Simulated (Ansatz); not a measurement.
Input file for Ansatz (a quantum-chemistry and plane-wave program): U-CCSD(T)/cc-pV(T+d)Z on H (SMILES [H]). The basis file is the Basis Set Exchange's JSON of that set.

Ansatz 0.2 input:
```yaml
crystal:
  periodic: [false, false, false]
  atoms:
    - {symbol: H, position_ang: [0.00000000, 0.00000000, 0.00000000]}
basis:
  gaussian:
    orbitals: cc-pV_T+d_Z.json
magnetization: {spin_polarized: true, initial_magnetization: 1}
correlation: {method: ccsd_t, electrons: outside_noble_gas}
scf: {omitted_lower_state_checks: [cluster_reference]}
```

It printed:

```
WARN ansatz: RAYON_NUM_THREADS=1 ignored (pool sized by the plan → 1); use --threads N
Functional definition: HF
these checks for a lower state are left out or cut short: cluster_reference
integrals: 0.00 GiB planned
65 factors; integrals over basis functions are off by at most 1.6e-4 eV
mean field: 0.03 GiB planned
mean field evaluation 1: about -13.5529 eV, gradient 1.7e0 eV
mean field evaluation 2: about -13.5529 eV, gradient 1.7e0 eV
mean field evaluation 4: about -13.6007 eV, gradient 2.7e-3 eV
mean field evaluation 8: about -13.6005 eV, gradient 3.0e-11 eV
mean field -13.60051782 eV, -0.4998098113 hartree, gradient 2.0e-7 eV, S^2 0.750000; 0 other end points of the search recorded, 0 dependent functions left out
reference -13.60051782 eV, -0.4998098113 hartree; 1, 0 occupied and 13, 14 virtual orbitals, 65 factors
second order 0.00000000 eV of doubles, -0.00000000 eV of singles
coupled cluster: 0.03 GiB planned
cycle   1  -0.00000000 eV  change  -9.8e-17 eV  update   1.2e-9
perturbative correction 0.00000000 eV, 0.0000000000 hartree
Total energy: -13.60051782 eV, -0.4998098113 hartree
Checks for a lower state left out: cluster_reference
```

Self-consistency was reached.

Cost: very roughly 0.20 core-seconds.
